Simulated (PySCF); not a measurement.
**Relaxation of quintet PtS3**

Computed with PySCF, UPBE0, basis Pt def2-SVP with ECP60, S def2-SVP (scalar-relativistic core potentials, no spin–orbit coupling, density fitting). A (50,194) grid was used.

A start displaced from a saddle point along its imaginary mode, of Cs symmetry, held to at least that symmetry:

Coordinates in bohr (charge 0 multiplicity 5):
```
Pt    0.0889    0.0000   -0.2481
S    -0.4724    0.0000    3.8119
S     4.0112    0.0000   -1.3787
S    -4.0806    0.0000   -0.9200
```

Optimiser trace:
```csv
step,E − E(last) (kJ/mol),largest gradient (Eh/bohr)
0,9.87,0.00727
1,8.42,0.00403
2,4.47,0.00951
3,1.65,0.00849
4,0.88,0.00525
5,0.33,0.00180
6,0.19,0.00202
7,0.05,0.00190
8,0.01,0.00102
9,0.00,0.00018
10,0.00,0.00006
```

It ends at C2v with Pt–S 2.138 Å, Pt–S 2.199 Å (×2); S–Pt–S 82.6°, S–Pt–S 138.7° (×2) (after a last refinement on a finer grid). The frequency run here used a shortcut that can spoil soft modes, so no verdict on minimum or saddle point is given. Other isomers or separated fragments may lie lower.

Final geometry:
Z-matrix (Å, degrees; charge 0 multiplicity 5):
```
Pt
S  1 2.1986
S  1 2.1376 2 138.70
S  1 2.1986 2 82.59 3 180.00
```

Other spin states or occupations of the open shell can lie lower. With an element this heavy the missing spin–orbit coupling can shift these numbers.
